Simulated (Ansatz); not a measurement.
Molecule: CH$_{3}$BO (charge 0, singlet). SMILES: [O+]#C[BH3-]
Structure (B3LYP-D3(BJ)/def2-TZVP (Ansatz, a program for electronic structure) minimum search):
```
B
H 1 1.2065
H 1 1.2065 2 113.74
H 1 1.2065 2 113.74 3 -132.37
C 1 1.5197 2 104.76 4 -113.81
O 5 1.1287 2 147.44 1 180.00
```
Charge 0, spin multiplicity 1.

Property: atomisation energy (electronic, to ground-state atoms); the coupled-cluster value holds the core correlation from cc-pwCVTZ, in eV. Valence correlation only, unless marked. UHF or UKS for open shells. Spin-orbit coupling is left out. No relativistic terms. CBS(X,Y): correlation extrapolated as X^-3; Hartree-Fock from the larger set.

Level to compare with: CCSD(T)/CBS(cc-pVTZ,cc-pVQZ) plus the core term (Ansatz), 24.59 eV. It is a level with limits of its own, and the differences hold the functionals' basis error too.

Question: Rank these functionals by how close they come to CCSD(T)/CBS(cc-pVTZ,cc-pVQZ), closest first: r2SCAN/def2-TZVPD (Ansatz); wB97X-V/def2-TZVPD (Ansatz); BLYP/def2-TZVPD (Ansatz); SVWN5/def2-TZVPD (Ansatz).

Answer: wB97X-V/def2-TZVPD (range-separated hybrid with VV10, 24.60 eV, difference 0.01), BLYP/def2-TZVPD (GGA, 24.83 eV, difference 0.24), r2SCAN/def2-TZVPD (meta-GGA, 24.93 eV, difference 0.34), SVWN5/def2-TZVPD (LDA, 28.52 eV, difference 3.93)
